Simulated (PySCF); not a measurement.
1,3-thiazole-2-carbaldehyde (C₄H₃NOS), SMILES O=Cc1nccs1.

Geometry optimised at PBE0-D3(BJ)/def2-SVP. Other conformers were not sampled.

Calculation: ωB97X/def2-TZVP (PySCF).

Symmetry labels are those of the subgroup Cs that the program uses (full group Cs).

Computed valence orbital energies around the gap with their symmetry:
```tsv
orbital	symmetry	energy (eV)
HOMO−7	A'	-15.22
HOMO−6	A'	-14.51
HOMO−5	A"	-13.94
HOMO−4	A'	-13.33
HOMO−3	A'	-11.18
HOMO−2	A"	-11.05
HOMO−1	A'	-10.43
HOMO	A"	-9.87
LUMO	A"	-0.38
LUMO+1	A"	2.28
LUMO+2	A'	2.52
LUMO+3	A"	3.58
```
